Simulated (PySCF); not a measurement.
**Correlation energy of Cd⁺ (cadmium, charge +1)**

[Kr] 4d10 5p1, 2P determinant (an excited configuration). All numbers are calculated (PySCF 2.14, a scalar-relativistic core potential, in aug-cc-pVTZ-PP with ECP28MDF (6s6p5d3f2g, 88 functions)). Frozen: 4s2 4p6; 11 electrons correlated.

MP2 pair energies summed by pair of shells (mhartree):

```
 pair   energy  share (%)
4d-4d  -370.27       93.3
4d-5p   -26.73        6.7
```

Total MP2 correlation energy: -397.00 mhartree.

Same-spin part -145.57 and opposite-spin part -251.43 mhartree; SCS-MP2 scales them by 1/3 and 6/5 to -350.24 mhartree.
